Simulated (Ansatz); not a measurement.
4H-1,3,5-oxadiazine (C3H4N2O), SMILES N1CN=COC=1.

The structure is a stationary point at PBE0-D3(BJ)/def2-SVP. One conformer was computed; it need not be the lowest.

Two levels are set side by side: PBE/def2-SVPD (Ansatz, an electronic-structure program) and CAM-B3LYP/def2-SVPD (Ansatz). Energy differences of separate SCF runs at the same geometry; the states with an electron removed or added have multiplicity 2 and 2. Differences are taken from unrounded values.

```csv
quantity,CAM-B3LYP,PBE,PBE minus CAM-B3LYP
vertical ionisation energy (eV),9.96,9.40,-0.56
vertical singlet–triplet gap (eV),4.56,3.94,-0.62
```
